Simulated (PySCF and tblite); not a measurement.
The numbers below are computed, except where a source is named.
C4H7NOSSi, numbered as in [CH3:1][O:2][c:3]1[cH:4][n:5][c:6]([SiH3:7])[s:8]1.

Free energies: PBE0-D3(BJ)/pcSseg-1 on GFN2-xTB structures plus GFN2-xTB thermal terms, symmetry and mirror images included. Conformers within 2.5 kcal/mol (GFN2-xTB free energy) were kept, 4 at most. (PySCF 2.14, tblite 0.8.)

Rotational constants are equilibrium values for the commonest isotopes; dipoles come from the energy level named.

Torsions listed: C1–O2–C3–S8.

```json
{"conformer": "1", "shape": "180°", "symmetry": "Cs", "weight %": "75.0"}
{"conformer": "2", "shape": "0°", "symmetry": "Cs", "weight %": "25.0"}
```

Sets of constants, in random order:

| set | A (MHz) | B (MHz) | C (MHz) | abs μa (D) | abs μb (D) | abs μc (D) |
| --- | --- | --- | --- | --- | --- | --- |
| P | 4647 | 783 | 678 | 2.06 | 0.15 | 0.00 |
| Q | 4001 | 848 | 709 | 1.80 | 2.28 | 0.00 |

(1) Match each set to its conformer.

Results:

(1) P is conformer 1, Q is conformer 2.
